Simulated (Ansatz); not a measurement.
Geometry optimisation of SiH2Me(NEt2) (C5H15NSi).

```yaml
crystal:
  periodic: [false, false, false]
  atoms:
    - {symbol: Si, position_ang: [0.974450, 1.234130, 0.655610]}
    - {symbol: H, position_ang: [0.992600, 1.202680, 2.120930]}
    - {symbol: H, position_ang: [2.337250, 1.259790, 0.105730]}
    - {symbol: C, position_ang: [0.057210, 2.793110, 0.052280]}
    - {symbol: H, position_ang: [0.611650, 3.693950, 0.299490]}
    - {symbol: H, position_ang: [-0.928460, 2.884040, 0.502340]}
    - {symbol: H, position_ang: [-0.080060, 2.781810, -1.026770]}
    - {symbol: N, position_ang: [0.248550, -0.243540, 0.159930]}
    - {symbol: C, position_ang: [-0.671420, -0.984840, 0.988740]}
    - {symbol: C, position_ang: [-2.121180, -0.522700, 0.829050]}
    - {symbol: C, position_ang: [0.390480, -0.731550, -1.193280]}
    - {symbol: C, position_ang: [1.424610, -1.853650, -1.293070]}
    - {symbol: H, position_ang: [-0.372990, -0.862020, 2.032290]}
    - {symbol: H, position_ang: [-0.600890, -2.049730, 0.743460]}
    - {symbol: H, position_ang: [-2.209290, 0.520470, 1.120930]}
    - {symbol: H, position_ang: [-2.442790, -0.618720, -0.205600]}
    - {symbol: H, position_ang: [-2.779860, -1.121500, 1.453400]}
    - {symbol: H, position_ang: [-0.576080, -1.091590, -1.564070]}
    - {symbol: H, position_ang: [0.703370, 0.094180, -1.835670]}
    - {symbol: H, position_ang: [2.392300, -1.490060, -0.958310]}
    - {symbol: H, position_ang: [1.140160, -2.695380, -0.666830]}
    - {symbol: H, position_ang: [1.510390, -2.198880, -2.320570]}
basis:
  gaussian: {orbitals: def2-SVP}
hamiltonian: {xc: pbe, dispersion: d4}
scf: {lower_state_search: "off"}
output: {orbitals: {seedname: orbitals}}
relax: {f_tol: 0.02, max_steps: 100}
```

```sh
$ ansatz run in.yaml --threads 4 --pin off --events-out ev --progress --plain --max-ram 4787MiB
```

Shortened log:

```
Functional definition: PBE
mean field -14776.53663105 eV, -543.0277052948 hartree, gradient 6.6e-6 eV, S^2 0.000000; 0 other end points of the search recorded, 0 dependent functions left out
relax step   1: F+E_penalty+E_count = -14777.06486789 eV  Δ(F+E_penalty+E_count) = +0.000e0 eV  max|allowed force component| = 7.612e-1 eV/Å  Δτ_max = 0.0000 Å  (19 SCF iters, accepted)
mean field -14776.71305380 eV, -543.0341887114 hartree, gradient 1.8e-6 eV, S^2 0.000000; 0 other end points of the search recorded, 0 dependent functions left out
relax step   2: F+E_penalty+E_count = -14777.23316140 eV  Δ(F+E_penalty+E_count) = -1.683e-1 eV  max|allowed force component| = 4.638e-1 eV/Å  Δτ_max = 0.0725 Å  (19 SCF iters, accepted)
mean field -14776.73293949 eV, -543.0349194969 hartree, gradient 1.8e-6 eV, S^2 0.000000; 0 other end points of the search recorded, 0 dependent functions left out
relax step   3: F+E_penalty+E_count = -14777.25134487 eV  Δ(F+E_penalty+E_count) = -1.818e-2 eV  max|allowed force component| = 1.177e-1 eV/Å  Δτ_max = 0.0360 Å  (20 SCF iters, accepted)
mean field -14776.73481951 eV, -543.0349885864 hartree, gradient 1.8e-6 eV, S^2 0.000000; 0 other end points of the search recorded, 0 dependent functions left out
relax step   4: F+E_penalty+E_count = -14777.25257042 eV  Δ(F+E_penalty+E_count) = -1.226e-3 eV  max|allowed force component| = 2.428e-2 eV/Å  Δτ_max = 0.0179 Å  (20 SCF iters, accepted)
mean field -14776.73551521 eV, -543.0350141527 hartree, gradient 1.8e-6 eV, S^2 0.000000; 0 other end points of the search recorded, 0 dependent functions left out
relax step   5: F+E_penalty+E_count = -14777.25354456 eV  Δ(F+E_penalty+E_count) = -9.741e-4 eV  max|allowed force component| = 3.055e-2 eV/Å  Δτ_max = 0.0319 Å  (19 SCF iters, accepted)
mean field -14776.73692935 eV, -543.0350661215 hartree, gradient 1.8e-6 eV, S^2 0.000000; 0 other end points of the search recorded, 0 dependent functions left out
relax step   6: F+E_penalty+E_count = -14777.25470771 eV  Δ(F+E_penalty+E_count) = -1.163e-3 eV  max|allowed force component| = 5.445e-2 eV/Å  Δτ_max = 0.0611 Å  (19 SCF iters, accepted)
mean field -14776.73750239 eV, -543.0350871804 hartree, gradient 1.8e-6 eV, S^2 0.000000; 0 other end points of the search recorded, 0 dependent functions left out
relax step   7: F+E_penalty+E_count = -14777.25515412 eV  Δ(F+E_penalty+E_count) = -4.464e-4 eV  max|allowed force component| = 2.503e-2 eV/Å  Δτ_max = 0.0485 Å  (19 SCF iters, accepted)
mean field -14776.73788110 eV, -543.0351010979 hartree, gradient 1.8e-6 eV, S^2 0.000000; 0 other end points of the search recorded, 0 dependent functions left out
relax step   8: F+E_penalty+E_count = -14777.25540162 eV  Δ(F+E_penalty+E_count) = -2.475e-4 eV  max|allowed force component| = 1.878e-2 eV/Å  Δτ_max = 0.0210 Å  (20 SCF iters, accepted)
mean field -14776.73798752 eV, -543.0351050087 hartree, gradient 1.8e-6 eV, S^2 0.000000; 0 other end points of the search recorded, 0 dependent functions left out
relax step   9: F+E_penalty+E_count = -14777.25558894 eV  Δ(F+E_penalty+E_count) = -1.873e-4 eV  max|allowed force component| = 2.142e-2 eV/Å  Δτ_max = 0.0274 Å  (19 SCF iters, accepted)
mean field -14776.73797806 eV, -543.0351046610 hartree, gradient 1.9e-6 eV, S^2 0.000000; 0 other end points of the search recorded, 0 dependent functions left out
relax step  10: F+E_penalty+E_count = -14777.25566528 eV  Δ(F+E_penalty+E_count) = -7.634e-5 eV  max|allowed force component| = 8.833e-3 eV/Å  Δτ_max = 0.0243 Å  (20 SCF iters, accepted)
mean field -14776.73796192 eV, -543.0351040677 hartree, gradient 1.9e-6 eV, S^2 0.000000; 0 other end points of the search recorded, 0 dependent functions left out
relax step  11: F+E_penalty+E_count = -14777.25572208 eV  Δ(F+E_penalty+E_count) = -5.680e-5 eV  max|allowed force component| = 4.459e-3 eV/Å  Δτ_max = 0.0222 Å  (20 SCF iters, accepted)
Total energy: -14777.25576572 eV, -543.0541330066 hartree
Atom 0 at     1.014308     1.319072     0.615622 Å, force     0.001247     0.002593     0.001740 eV/Å
Atom 1 at     1.188456     1.282455     2.113558 Å, force    -0.000418     0.001552    -0.000854 eV/Å
Atom 2 at     2.359655     1.420512    -0.061282 Å, force    -0.001487    -0.000494    -0.000825 eV/Å
Atom 3 at     0.010188     2.857414     0.156089 Å, force     0.000194    -0.002144     0.000928 eV/Å
Atom 4 at     0.547108     3.781814     0.456732 Å, force    -0.000353     0.000095     0.000276 eV/Å
Atom 5 at    -0.978621     2.854915     0.658841 Å, force     0.001146    -0.000183    -0.000585 eV/Å
Atom 6 at    -0.163164     2.905425    -0.938775 Å, force     0.000141    -0.000377     0.001368 eV/Å
Atom 7 at     0.301746    -0.211800     0.151033 Å, force    -0.003392    -0.002658     0.000215 eV/Å
Atom 8 at    -0.641011    -0.916594     1.012212 Å, force     0.001279     0.001125    -0.003455 eV/Å
Atom 9 at    -2.118063    -0.591356     0.750822 Å, force     0.000126    -0.001009     0.002895 eV/Å
Atom 10 at     0.459472    -0.727027    -1.206618 Å, force     0.000456    -0.002008     0.000159 eV/Å
Atom 11 at     1.340443    -1.978473    -1.292271 Å, force    -0.000461     0.001045    -0.002465 eV/Å
Atom 12 at    -0.395411    -0.679571     2.070308 Å, force     0.000575     0.000312     0.004158 eV/Å
Atom 13 at    -0.484011    -2.015931     0.912980 Å, force     0.000567    -0.002529    -0.000310 eV/Å
Atom 14 at    -2.327380     0.483136     0.930589 Å, force    -0.001449     0.004459     0.000748 eV/Å
Atom 15 at    -2.406796    -0.817824    -0.296248 Å, force    -0.000010    -0.000020    -0.004137 eV/Å
Atom 16 at    -2.781005    -1.185229     1.413895 Å, force     0.001001    -0.000299    -0.000391 eV/Å
Atom 17 at    -0.537158    -0.938886    -1.663212 Å, force    -0.002188    -0.000928    -0.000869 eV/Å
Atom 18 at     0.902149     0.070083    -1.842956 Å, force     0.001234     0.001759    -0.002157 eV/Å
Atom 19 at     2.361950    -1.762414    -0.919328 Å, force     0.003317     0.000476     0.000850 eV/Å
Atom 20 at     0.928558    -2.809315    -0.683571 Å, force    -0.001039    -0.000999     0.002233 eV/Å
Atom 21 at     1.418587    -2.340406    -2.338410 Å, force    -0.000484     0.000232     0.000478 eV/Å
Dipole moment:    -0.165571    -0.045111    -0.097678 e Å
Checks for a lower state left out: stability, starts, cluster_reference, orbital_swaps, neighbouring_geometries, increment
```

Run time 83 s (4 threads of Intel Xeon on a shared host).
